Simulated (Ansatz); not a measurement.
Isolated molecules relaxed with PBE0-D4/def2-TZVP in Ansatz; ΔE leaves out vibrations. CCSD(T)/CBS adds triple-zeta CCSD(T) − MP2 to the extrapolated MP2 energy (def2 sets, frozen cores). DFT in def2-TZVPP. B3LYP here is the variant with VWN-RPA as its local correlation; programs differ in this. One conformer a species, not always the lowest.

Reaction (formal exchange of groups at the Si–C bond): `CBC[SiH2]C` + `CCSS` → `C[SiH2]CSS` + `CBCC`

`CBC[SiH2]C`:

```xyz
16

C     1.652    1.723   -1.142
B     0.443    0.785   -1.449
C    -0.657    0.460   -0.419
Si   -0.122   -1.080    0.539
C    -1.413   -1.548    1.810
H     2.604    1.254   -1.414
H     1.714    2.080   -0.111
H     1.575    2.600   -1.800
H     0.392    0.260   -2.531
H    -1.623    0.194   -0.861
H    -0.794    1.234    0.345
H     0.089   -2.212   -0.405
H     1.178   -0.813    1.218
H    -2.370   -1.764    1.329
H    -1.103   -2.436    2.365
H    -1.567   -0.737    2.525
```

`CCSS`:

```xyz
10

C     0.515    0.831    0.537
C    -0.852    0.361    0.095
S    -1.024   -1.440   -0.019
S     0.185   -1.930   -1.584
H     0.538    1.921    0.614
H     0.780    0.411    1.509
H     1.277    0.532   -0.186
H    -1.624    0.637    0.822
H    -1.138    0.793   -0.866
H     1.344   -2.117   -0.922
```

`C[SiH2]CSS`:

Cartesian coordinates in Å:
```
C 1.021 -1.529 0.427
Si -0.587 -0.762 -0.132
C -0.842 0.905 0.708
S 0.464 2.109 0.324
S 0.056 2.683 -1.585
H 1.204 -2.471 -0.093
H 1.005 -1.733 1.501
H 1.857 -0.856 0.221
H -1.738 -1.645 0.213
H -0.586 -0.569 -1.607
H -1.815 1.350 0.491
H -0.779 0.781 1.796
H 0.739 1.738 -2.263
```

`CBCC`:

Cartesian coordinates in Å:
```
C -0.536 1.661 0.135
B -0.239 0.399 0.998
C 0.247 -0.978 0.444
C 0.435 -1.138 -1.058
H 0.318 2.339 0.285
H -1.404 2.222 0.494
H -0.627 1.490 -0.939
H -0.357 0.492 2.194
H -0.460 -1.729 0.830
H 1.173 -1.227 0.983
H -0.498 -0.961 -1.598
H 0.779 -2.141 -1.323
H 1.170 -0.428 -1.445
```

**Question.** Is it downhill or uphill in electronic energy at CCSD(T)/CBS, and by how much? (Estimate.)

**Answer.** Computed: Uphill: ΔE = +33.5 kJ/mol.

**Question.** What do these levels give: PBE0-D4, ωB97X-V, B3LYP, SCS-MP2/def2-TZVPP, HF/def2-QZVPP, CCSD/CBS(def2)? (Estimate.)

**Answer.** Ansatz gave: PBE0-D4 33.2, ωB97X-V 32.1, B3LYP 34.0, SCS-MP2/def2-TZVPP 34.7, HF/def2-QZVPP 33.9, CCSD/CBS(def2) 33.1 kJ/mol.

Largest T1 diagnostic among the species: 0.011.
